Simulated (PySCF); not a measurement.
Species: C₆H₁₀OSSi.
Z-matrix (Å and degrees, GFN2-xTB geometry), rows numbered from 1:
```
C 
S   1  1.8176
C   2  1.7797  1  100.81
C   3  1.3492  2  117.06  1   136.01
C   4  1.4357  3  128.70  2  -178.58
C   5  1.3475  4  133.63  3   -15.06
O   6  1.3395  5  133.74  4   -10.83
C   7  1.4150  6  119.88  5   -14.75
Si  3  1.8711  2  117.82  1   -52.34
H   1  1.0858  2  109.21  3   -60.54
H   1  1.0852  2  106.32  3  -179.37
H   1  1.0852  2  110.19  3    61.12
H   4  1.0846  3  117.16  2    -4.50
H   5  1.0830  4  112.82  3   160.55
H   6  1.0853  5  117.94  4   171.02
H   8  1.0896  7  104.46  6  -170.32
H   8  1.0942  7  109.53  6   -54.69
H   9  1.4658  3  113.40  2   103.89
H   9  1.4661  3  111.85  2   -23.32
```

Probes without a nucleus sit at each ring's centroid and 1 Å off its mean plane on both sides; NICS is minus the shielding there, NICSzz its component along the normal. Level: GIAO PBE0/pcSseg-1 (PySCF, non-relativistic, gas phase) on the GFN2-xTB geometry, one conformer.

Ring bond lengths (Å), with Mayer bond orders in brackets: C3–C4 1.349 (1.72), C4–C5 1.436 (1.21), C5–C6 1.348 (1.71), C6–O7 1.340 (1.10), O7–C8 1.415 (0.85), C8–Si9 1.913 (0.88), Si9–C3 1.871 (0.83).

Give the NICS values of each ring in ppm.

```json
{"ring": "C3–C4–C5–C6–O7–C8–Si9", "type": "7-membered ring with O and Si; formal bonds 2 double, 5 single", "NICS(0)": "-1.1", "NICS(1), two faces": "-1.9 / -2.3", "NICS(1)zz, two faces": "0.5 / -1.1", "rms pucker (Å)": "0.29", "centre to ring atoms, mean (Å)": "1.69"}
```

What do they say, and how far can they be read as aromaticity?

- C3–C4–C5–C6–O7–C8–Si9: mean NICS(1)zz -0.3 ppm, near zero. C8, Si9 have four or more neighbours; no verdict on aromaticity is drawn.

At the second NICS(1) probe listed for ring C3–C4–C5–C6–O7–C8–Si9, 1 Å off the ring, what do the in-plane components average?

The isotropic value is a third of the trace: (3 × -2.3 − (-1.1))/2 = -2.9 ppm.

List the ring angles and the Hirshfeld charges of the ring atoms.

- C3–C4–C5–C6–O7–C8–Si9: C3 124.5° (-0.128 e), C4 128.7° (-0.057 e), C5 133.6° (-0.096 e), C6 133.7° (+0.036 e), O7 119.9° (-0.095 e), C8 111.5° (-0.080 e), Si9 101.3° (+0.319 e); sum 853.3° against 900° for a flat convex ring.

Hardware: one thread of an Arm Neoverse V1, on a shared host. Cost: 68 s (grids of density and orbitals included), 1.1 GiB resident at most. This is the whole shielding run at PBE0/pcSseg-1, SCF included.
